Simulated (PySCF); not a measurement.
Choosing a molecule for a target property.

Species are written as SMILES; each is one conformer at its optimised geometry, gas phase, non-relativistic unless stated; the electronic structure was computed with PySCF and density fitting.

The conformers computed, where there is a choice (atom-mapped SMILES and torsion angles):
- `[CH2:1]=[C:2]([CH2:3][Cl:4])[SiH2:5][SiH:6]([SiH3:7])[SiH3:8]`: C1–C2–C3–Cl4 -125°, C1–C2–Si5–Si6 83°, C2–Si5–Si6–Si7 -146°
- `[CH3:1][CH2:2][C:3]1=[C:4]([CH3:5])[CH:6]=[CH:7][CH2:8][C@@H:9]1[Cl:10]`: C1–C2–C3–C4 -98°
- `[CH3:1][C:2](=[O:3])[c:4]1[cH:5][cH:6][cH:7][c:8]([C:9](=[O:10])[OH:11])[cH:12]1`: C1–C2–C4–C5 -179°, C7–C8–C9–O10 -178°, H–O11–C9–C8 180°
- `[CH3:1][C@@H:2]([F:3])[S:4][CH2:5][CH2:6][CH2:7][SiH3:8]`: C1–C2–S4–C5 176°, C2–S4–C5–C6 -77°, S4–C5–C6–C7 -56°, C5–C6–C7–Si8 -62°
- `[CH3:1][CH:2]([CH3:3])[CH2:4][P@@:5]([CH3:6])(=[O:7])[CH2:8][C:9]#[N:10]`: C1–C2–C4–P5 -65°, C2–C4–P5–C6 -155°, C4–P5–C8–C9 49°

Problem. Wanted: dipole moment below 1.4 D (PBE0/pcSseg-1) and HOMO energy above -7.7 eV (PBE0/pcSseg-1), at GFN2-xTB geometries. Which candidate meets both?
A. `C1=CC[C@H](Cl)C(=C1C)CC`
B. `[SiH2]([SiH]([SiH3])[SiH3])C(=C)CCl`
C. `CC(=O)C1=CC(C(=O)O)=CC=C1`
D. `C#CC1=CC=C[SiH2]1`

Solution. D. Computed values:
```csv
species,dipole moment,HOMO energy
C#CC1=CC=C[SiH2]1,0.86 D,-6.43 eV
[SiH2]([SiH]([SiH3])[SiH3])C(=C)CCl,1.95 D,-7.77 eV
C1=CC[C@H](Cl)C(=C1C)CC,2.40 D,-6.21 eV
CC(=O)C1=CC(C(=O)O)=CC=C1,2.63 D,-7.56 eV
```

Problem. Wanted: HOMO–LUMO gap between 5 eV and 7 eV (PBE0/pcSseg-1) and smallest rotational constant below 0.73 GHz (GFN2-xTB), at GFN2-xTB geometries. Which candidate meets both?
A. `C[C@@H](F)SCCC[SiH3]`
B. `C=C(CCl)[SiH2][SiH]([SiH3])[SiH3]`
C. `C#CC1=CC=C[SiH2]1`
D. `CC(C)C[P@@](C)(=O)CC#N`
E. `CCC1=C(C)C=CC[C@@H]1Cl`

Solution. B. Computed values:
```csv
species,HOMO–LUMO gap,smallest rotational constant
C#CC1=CC=C[SiH2]1,4.40 eV,1.264 GHz
CCC1=C(C)C=CC[C@@H]1Cl,5.22 eV,0.764 GHz
C=C(CCl)[SiH2][SiH]([SiH3])[SiH3],6.85 eV,0.451 GHz
C[C@@H](F)SCCC[SiH3],7.55 eV,0.565 GHz
CC(C)C[P@@](C)(=O)CC#N,8.38 eV,0.686 GHz
```
